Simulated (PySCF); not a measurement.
Atoms are numbered as in `[OH:1][SiH2:2][O:3][SiH3:4]` (H(Xn): hydrogen on atom n).

Geometry: PBE0-D3(BJ)/def2-SVP; GIAO shifts from PySCF 2.14, gas phase, non-relativistic, averaged over equivalent atoms.

At PBE0/pcSseg-1 (112 basis functions, 6 s wall time on 1 thread of an Arm Neoverse V2, shared host):
```
 atoms  δ (ppm)
    O1     58.5
    O3     43.6
   Si2    -34.5
   Si4    -42.3
H(Si4)     5.05
H(Si2)     4.87
 H(O1)     1.88
```

Chemical shifts δ = σref − σ; ¹⁷O (σ = 334.56 ppm) against H2O; TMS for ²⁹Si (σ = 351.99 ppm) and ¹H (σ = 31.27 ppm), all at this level.

**Question.** Predict the values at KT3/pcSseg-2 on the same geometry.

**Answer.** 
| atoms | δ at KT3/pcSseg-2 | change |
| --- | --- | --- |
| O1 | 62.9 | +4.4 |
| O3 | 54.1 | +10.5 |
| Si2 | -39.1 | -4.6 |
| Si4 | -47.8 | -5.5 |
| H(Si4) | 5.08 | +0.03 |
| H(Si2) | 5.00 | +0.13 |
| H(O1) | 1.66 | -0.22 |

Chemical shifts δ = σref − σ; ¹⁷O (323.80 ppm) against H2O; TMS for ²⁹Si (358.24 ppm), ¹H (31.35 ppm), all at this level.

The largest change is at O3 (oxygen bonded to 2 Si). Cost: 242 basis functions, 24 s wall time on 1 thread of an Arm Neoverse V2, shared host.

Experimental scales use liquid or dissolved standards, which lie at an offset from isolated H2O (liquid H2O: subtract about 36 ppm).
